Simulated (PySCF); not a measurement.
Cl₄Se, SMILES Cl[Se](Cl)(Cl)Cl (connectivity only; charge and spin as stated), charge +1, multiplicity 2.

The structure is a stationary point at PBE0-D3(BJ)/def2-SVP. The spin state was assumed, not searched. The isomer is the one that the SMILES or the coordinates give; other isomers of the formula were not compared.

The numbers are results of PBE0-D3(BJ)/def2-SVP (PySCF), not measurements.

Frequencies are harmonic and unscaled.

| mode | ν (cm⁻¹) | IR (km/mol) | moving atoms (share of kinetic energy) |
|---|---|---|---|
| 1 | 72 | 0.3 | Cl 91 %, Se 9 % |
| 2 | 96 | 0.7 | Cl 74 %, Se 26 % |
| 3 | 132 | 0.0 | Cl 100 % |
| 4 | 146 | 5.2 | Cl 100 % |
| 5 | 166 | 1.1 | Cl 80 %, Se 20 % |
| 6 | 227 | 47.3 | Se 63 %, Cl 37 % |
| 7 | 298 | 5.4 | Cl 94 % |
| 8 | 427 | 26.8 | Cl 71 %, Se 29 % |
| 9 | 434 | 53.5 | Cl 62 %, Se 38 % |
